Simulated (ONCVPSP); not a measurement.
# Scattering properties, ONCV potential for Au

| Property | Result |
| --- | --- |
| Element | gold (Au) |
| Generator | ONCVPSP 4.0.1 |
| Type | optimised norm-conserving Vanderbilt (ONCV) |
| Functional | PBE |
| Relativity | scalar-relativistic |
| Frozen core | [Kr] 4d10 4f14 |
| Valence charge | 19 |
| Reference configuration | 5s2 5p6 5d10 6s1 |
| Partial waves | 5s+6s: rc 1.25 bohr, ncon 4, nbas 7, qcut 7.6 1/bohr, 4 projectors, debl 2.3 Ha; 5p: rc 1.35 bohr, ncon 4, nbas 7, qcut 8 1/bohr, 2 projectors, debl 2.1 Ha; 5d: rc 1.55 bohr, ncon 4, nbas 8, qcut 6.6 1/bohr, 2 projectors, debl 0.8 Ha; f scattering state at 0.09 Ha: rc 1.35 bohr, ncon 3, nbas 6, qcut 7.8 1/bohr, 1 projector |
| Local potential | polynomial inside 1.00 bohr (lpopt 5, dvloc0 -1 Ha) |
| Core correction | none |

In the p channel the program set the typed energies aside and used -2.197, 0.250 Ha.

The phase is arctan(r·R′/R) of the radial function R(r), unwrapped; energies in Ha, scanned from -5 to 5 Ha. A pole is an energy at which the radial function vanishes at the test radius. The pseudo phase is shifted by a multiple of π to meet the all-electron one at the reference energy, and phase errors are pseudo minus all-electron; the curves can meet again beyond the range given. Levels narrower than the energy grid can be missing from the lists of poles.

Q: For each channel, where are the poles, and over which energies does the pseudopotential scatter like the atom?

A:

| channel | radius (bohr) | reference energy (Ha) | poles, all-electron | poles, pseudo | unbroken range about the reference energy with phases within 0.05 rad | phase error 1 Ha above the reference energy (rad) |
| --- | --- | --- | --- | --- | --- | --- |
| s | 1.27 | -0.21 | -2.26 | -2.26 | the whole range | +0.000 |
| p | 1.37 | -2.20 | -0.43 | -0.43 | the whole range | -0.000 |
| d | 1.58 | -0.25 | 1.54 | 1.54 | the whole range | +0.000 |
| f | 1.37 | 0.09 | -2.91 | 4.86 | -2.1 to 1.1 | -0.046 |

Phases in the p channel:

```tsv
E (Ha)	all-electron	pseudo
-4.96	0.989	0.989
-4.72	0.921	0.920
-4.48	0.831	0.830
-4.24	0.708	0.708
-4.00	0.537	0.537
-3.76	0.300	0.299
-3.52	-0.010	-0.010
-3.28	-0.353	-0.354
-3.04	-0.662	-0.662
-2.80	-0.898	-0.898
-2.56	-1.068	-1.068
-2.32	-1.191	-1.191
-2.08	-1.282	-1.282
-1.84	-1.351	-1.351
-1.60	-1.406	-1.406
-1.36	-1.451	-1.451
-1.12	-1.488	-1.488
-0.88	-1.520	-1.520
-0.64	-1.549	-1.549
-0.40	-1.574	-1.574
-0.16	-1.597	-1.597
0.08	-1.618	-1.618
0.32	-1.638	-1.638
0.56	-1.657	-1.657
0.80	-1.676	-1.676
1.04	-1.695	-1.695
1.28	-1.714	-1.714
1.52	-1.734	-1.734
1.76	-1.754	-1.754
2.00	-1.775	-1.775
2.24	-1.798	-1.798
2.48	-1.823	-1.823
2.72	-1.850	-1.851
2.96	-1.881	-1.882
3.20	-1.917	-1.918
3.44	-1.957	-1.960
3.68	-2.006	-2.009
3.92	-2.064	-2.069
4.16	-2.137	-2.144
4.40	-2.227	-2.239
4.64	-2.343	-2.361
4.88	-2.494	-2.521
```
